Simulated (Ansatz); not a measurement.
Input for Ansatz (an electronic-structure program): SC-NEVPT2 on SA-CASSCF(4,5)/cc-pVDZ on C5H5 (SMILES C1=C[CH+]C=C1), 2S+1 = 3, a spin state set in the input, which need not be the lowest. Charge +1.

Ansatz 0.2 input:
```yaml
crystal:
  periodic: [false, false, false]
  atoms:
    - {symbol: C, position_ang: [-0.57303894, -1.05648643, 0.19450906]}
    - {symbol: C, position_ang: [-1.24015380, 0.07103072, -0.09832426]}
    - {symbol: C, position_ang: [-0.24106433, 1.10262046, -0.25894548]}
    - {symbol: C, position_ang: [1.09535110, 0.59129213, -0.05721929]}
    - {symbol: C, position_ang: [0.96031748, -0.71491311, 0.22149619]}
    - {symbol: H, position_ang: [-0.97314767, -2.04230484, 0.38498095]}
    - {symbol: H, position_ang: [-2.30342174, 0.21234688, -0.20033771]}
    - {symbol: H, position_ang: [-0.46714131, 2.13668926, -0.50179190]}
    - {symbol: H, position_ang: [2.00094008, 1.17119450, -0.12458079]}
    - {symbol: H, position_ang: [1.73430155, -1.43918843, 0.43263215]}
basis:
  gaussian:
    orbitals: cc-pVDZ
total_charge: 1
magnetization: {spin_polarized: false, initial_magnetization: 2}
correlation: {method: sc_nevpt2, electrons: outside_noble_gas, active_space: {window: {electrons: 4, orbitals: 5}, states: [{multiplicity: 1, weights: [1]}, {multiplicity: 3, weights: [1]}]}}
output: {orbitals: {seedname: ./end}}
```

The log:

```
WARN ansatz: RAYON_NUM_THREADS=6 ignored (pool sized by the plan → 6); use --threads N
Functional definition: HF
integrals: 0.07 GiB planned
1833 factors; integrals over basis functions are off by at most 1.5e-7 eV
mean field: 0.38 GiB planned
mean field evaluation 1: about -5219.2319 eV, gradient 3.1e1 eV
mean field evaluation 2: about -5219.2338 eV, gradient 3.1e1 eV
mean field evaluation 4: about -5222.2228 eV, gradient 3.2e0 eV
mean field evaluation 8: about -5222.2576 eV, gradient 7.0e-4 eV
mean field evaluation 16: about -5222.2571 eV, gradient 9.9e-2 eV
mean field -5222.25762760 eV, -191.9144280409 hartree, gradient 1.4e-6 eV, S^2 2.000000; 2 other end points of the search recorded, 0 dependent functions left out
reference -5222.25762760 eV, -191.9144280409 hartree; 18, 16 occupied and 77, 79 virtual orbitals, 1833 factors
configuration interaction: 0.41 GiB planned
configuration interaction: 0.00 GiB planned
state -5223.76827201 eV, -191.9699431989 hartree
state -5223.76827201 eV, -191.9699431989 hartree; corrected -5239.25414591 eV, -192.5390385680 hartree
configuration interaction: 0.00 GiB planned
state -5223.28635129 eV, -191.9522329392 hartree
state -5223.28635129 eV, -191.9522329392 hartree; corrected -5238.90326652 eV, -192.5261439885 hartree
Total energy: -5239.07870621 eV, -192.5325912782 hartree
```

The calculation finished and met its thresholds. The last total energy is the mean of the averaged states.

Cost: around 13 core-seconds (rough).
